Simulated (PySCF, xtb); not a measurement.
Si(Cl)(OH)(SH)2 (ClH₃OS₂Si), SMILES O[Si](S)(S)Cl. The values are those of a single conformer.

Harmonic wavenumbers (cm⁻¹) from xtb with GFN2-xTB at its own minimum, in rising order: 82, 106, 121, 138, 174, 208, 224, 283, 401, 537, 541, 723, 727, 793, 902, 2463, 2479, 3620.

Question: What does PBE-D3(BJ)/def2-SVP (PySCF 2.14.0) give at its own minimum? (The exact figures need the calculation; the answer reports its results.)

Answer: 114, 125, 176, 203, 212, 257, 262, 304, 415, 559, 567, 700, 727, 825, 898, 2607, 2609, 3735. Paired by order, the mean absolute difference is 46 cm⁻¹ and the zero-point energies are 20.8 and 21.9 kcal/mol.
